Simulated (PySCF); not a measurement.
# How many f electrons in DyB?

Unrestricted PBE0; PySCF, spin-free X2C with a Gaussian nucleus, basis sets Dy x2c-SVPall, B x2c-SVPall. The search starts from ions with several 4f fillings and holds each by maximum overlap.

The lowest solution of each spin and filling, followed along the bond (rough minima from three points):

```
2Ms+1  4f population  ⟨S²⟩ at the start  R at minimum (Å)  Te (eV)
    8           9.67              15.92              2.35     0.00
    4           9.41               6.05              2.43     0.07
    6           9.53               9.91              2.63     0.19
    4           9.96               5.78              2.39     0.50
```

Solutions at the starting distance of 2.315 Å, counted from the lowest; the search is not exhaustive:

| 2Ms+1 | 4f population | E (eV) | ⟨S²⟩ | ⟨Lz²⟩ | μ (D) |
| --- | --- | --- | --- | --- | --- |
| 8 | 9.67 | 0.00 | 15.92 | 11.0 | -4.85 |
| 8 | 9.90 | 0.03 | 15.77 | 9.0 | -5.10 |
| 8 | 9.94 | 0.07 | 15.77 | 11.4 | -5.18 |
| 4 | 9.41 | 0.09 | 6.05 | 9.8 | -4.12 |
| 4 | 9.44 | 0.10 | 6.03 | 10.0 | -4.08 |
| 6 | 9.53 | 0.31 | 9.91 | 12.4 | -3.65 |
| 8 | 9.63 | 0.47 | 15.76 | 11.9 | -2.83 |
| 6 | 9.87 | 0.48 | 9.78 | 11.0 | -4.59 |
| 6 | 9.91 | 0.50 | 9.77 | 13.1 | -4.62 |
| 4 | 9.96 | 0.52 | 5.78 | 9.0 | -4.20 |
| 6 | 9.02 | 0.85 | 9.80 | 12.1 | -2.67 |
| 6 | 9.19 | 0.95 | 9.61 | 11.4 | -1.60 |

Partly filled real f orbitals mix terms, so no term symbols are given. A population far from a whole number shows f orbitals mixing with d and ligand orbitals, not a clean configuration. A positive dipole means Dy(−)B(+).

Spin–orbit coupling is left out. The state is the lowest single determinant that the PBE0 search found; with open d or f shells the true ground state can be another one.
